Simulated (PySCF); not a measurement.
PBE on Ru⁻ (ruthenium, charge -1), [Kr] 4d7 5s2, high-spin 4F determinant. All numbers are calculated (PySCF 2.14, a scalar-relativistic core potential, in aug-cc-pVDZ-PP with ECP28MDF (5s5p4d2f, 54 functions)).

```
cycle= 1 E= -94.5353135609897  delta_E= -0.0197  |g|= 0.0898  |ddm|= 0.917
cycle= 2 E= -94.5286810300138  delta_E= 0.00663  |g|= 0.15  |ddm|= 0.254
cycle= 3 E= -94.5376811802558  delta_E= -0.009  |g|= 0.0265  |ddm|= 0.196
cycle= 4 E= -94.5382681837229  delta_E= -0.000587  |g|= 0.000432  |ddm|= 0.0678
cycle= 5 E= -94.5382686551587  delta_E= -4.71e-07  |g|= 0.000153  |ddm|= 0.00417
cycle= 6 E= -94.5382686841914  delta_E= -2.9e-08  |g|= 8.18e-06  |ddm|= 0.000581
cycle= 7 E= -94.5382686843077  delta_E= -1.16e-10  |g|= 2.52e-07  |ddm|= 3.96e-05
converged SCF energy = -94.5382686843077  <S^2> = 3.7860493  2S+1 = 4.0179842
```

Highest occupied orbital energy: 1.244 eV; ⟨L²⟩ = 12.02; populations by l: s 4.00, p 6.00, d 7.00, f 0.00.

(1) Can this result be used?

Results:

(1) With care. Self-consistency was reached. Energies and moments cover only the electrons outside the core potential. At PBE the highest occupied level has a positive energy, so only the finite basis holds that electron; in a semilocal or global hybrid functional this comes from self-interaction and does not mean that the real anion is unbound.
